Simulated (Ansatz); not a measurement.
Worked example: C3H6ClIn → C2H2ClIn + CH4

Species: C3H6ClIn `C=C[CH2][InH][Cl]`, singlet; C2H2ClIn `C#[C][InH][Cl]`, singlet; CH4 (methane) `C`, singlet. 

Shapes, held fixed at every level: PBE0-D4/def2-TZVP. Flexible molecules stand in one conformer, not always the lowest. Programs: Ansatz 0.2.0. The zero-point and thermal change to 298 K, harmonic and unscaled (PBE0-D4/def2-TZVP), is -11.9 kJ/mol.

At CCSD(T)/def2-TZVPP; 1 Eh = 2625.50 kJ/mol:

| species | energy (Eh) |
| --- | --- |
| C3H6ClIn | -766.940179 |
| C2H2ClIn | -726.460555 |
| CH4 | -40.438606 |

Work out ΔH(298 K) of the reaction at this level.


1. Products less reactants: (-726.460555) + (-40.438606) − [(-766.940179)] = 0.041018 Eh = +107.7 kJ/mol.
2. With the thermal change: +107.7 + (-11.9) = +95.8 kJ/mol.

Other levels give +82.7 (HF/def2-SVP) to +166.0 kJ/mol (SPW92/def2-TZVPP). No measured value is set beside it here. For atoms past krypton def2 sets carry core potentials with scalar relativity. Correlated rows may include outer-core shells of In, which these sets cover unevenly.
